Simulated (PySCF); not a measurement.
**Correlation energy of O⁺ (oxygen, charge +1)**

[He] 2s1 2p4, high-spin 4P determinant (an excited configuration). Calculation: PySCF 2.14, in x2c-TZVPPall with one added diffuse shell each of s, p, d type (6s4p3d1f, 40 functions); scalar relativity by spin-free X2C-1e. Frozen: 1s2; 5 electrons correlated.

| level | correlation energy (mhartree) |
| --- | --- |
| CCSD | -112.78 |
| (T) | -2.04 |
| CCSD(T) | -114.82 |

Diagnostics: T1 = 0.0065, D1 = 0.0134, largest double amplitude 0.057.

Problem. Is a single reference adequate?

Solution. Yes: T1 lies below 0.03 and no double amplitude reaches 0.07.
